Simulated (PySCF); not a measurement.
Excitations are Tamm–Dancoff values on a coarser integration grid. The basis has no diffuse functions, so Rydberg states are missing or too high.

Cartesian coordinates (Å):
```xyz
10

N     -0.7222     1.6187     0.0320
Al     0.0001     0.0003    -0.0001
N      1.7404    -0.1888    -0.2783
N     -1.0182    -1.4297     0.2462
H     -1.7017     1.8149     0.1621
H     -0.2162     2.4829    -0.0769
H      2.3869     0.5648    -0.4479
H      2.2342    -1.0668    -0.2908
H     -2.0082    -1.4129     0.4311
H     -0.6951    -2.3835     0.2227
```
Charge 0, multiplicity 1.

Task: Give the HOMO–LUMO gap, S1 excitation (TDA), S1–T1 gap (TDA), total energy and brightest of the four lowest singlets (TDA) at the level PBE-D3(BJ)/def2-TZVP // r2SCAN-D4/def2-TZVP (PySCF).

Result: 
```yaml
HOMO–LUMO gap: 4.75 eV
S1 excitation (TDA): 4.84 eV
S1–T1 gap (TDA): 0.23 eV
total_energy: -410.1554 Ha
brightest of the four lowest singlets (TDA): 5.80 eV
```
